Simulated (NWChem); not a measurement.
System: GeH2O, singlet; SMILES [OH][GeH]

NWChem input:

```
start job
memory heap 200 mb stack 900 mb global 1100 mb
geometry units angstroms noautoz
  Ge     0.039033    -0.402786     0.000000
  H     -1.599268    -0.481565     0.000000
  O      0.134194     1.407569     0.000000
  H     -0.745841     1.830270     0.000000
end
basis spherical
  * library def2-tzvp
end
dft
  xc xpbe96 cpbe96
  iterations 150
  mulliken
end
task dft energy
```

Low-valent species are run as closed-shell singlets; no triplet was tried in these runs. Structure relaxed at the PBE-D3(BJ)/def2-SVP level.

**Question.** Predict the main results of this run. (PBE/def2-TZVP.) Quantities: energy (Ha); highest occupied level (eV); orbital gap (eV); dipole (D).

**Answer.** 
```
Property                       Result
---------------------------  --------
energy (Ha)                  -2153.06
highest occupied level (eV)     -5.90
orbital gap (eV)                 2.78
dipole (D)                       1.08
```
